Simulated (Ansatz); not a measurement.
Ideal-gas functions of BF$_{2}$H$_{2}$N (`NB(F)F`) at 600 K and 1 bar, from an Ansatz frequency run at PBE0-D4/def2-TZVP.

Molar mass 64.83 g/mol, point group C2v (symmetry number 2), electronic degeneracy 1, moments of inertia 50.591, 52.557, 103.147 u Å². Harmonic wavenumbers (cm⁻¹, unscaled): 379, 433, 473, 551, 665, 879, 909, 1432, 1459, 1637, 3653, 3756.

Use S(trans) = R[1.5 ln M + 2.5 ln T − 1.1517]; rotational temperatures θ = 24.2544 K / I; S(rot) = R[ln(√π/σ · √(T³/θAθBθC)) + 1.5]; for each mode x = 1.438777 ν̃/T, S = R[x/(eˣ − 1) − ln(1 − e⁻ˣ)] and H = RT x/(eˣ − 1); 1 cm⁻¹ = 0.0119627 kJ/mol; R = 8.31446 J/(mol·K).

Task: By hand: the entropy, in J/(mol·K).

Result: Translation 175.4. Rotation: θ = 0.4794, 0.4615, 0.2351 K, giving 103.5. Vibration, mode by mode: 9.39, 8.37, 7.70, 6.58, 5.26, 3.50, 3.31, 1.22, 1.16, 0.82, 0.01, 0.01, in all 47.3. Electronic 0.0. Sum 326.2 J/(mol·K).

Task: By hand: H − E and G − E in kJ/mol, counted from the electronic energy.

Result: Zero-point energy ½ × 16226 × 0.0119627 = 97.1; thermal vibration 17.4; translation, rotation and pV give 4 RT = 20.0. H − E = 134.5 kJ/mol, and G − E = 134.5 − 600 × 326.2/1000 = -61.2 kJ/mol.

Vibration gives 15 % of the entropy. The sum counts one conformer and one mirror image; others add a mixing term.
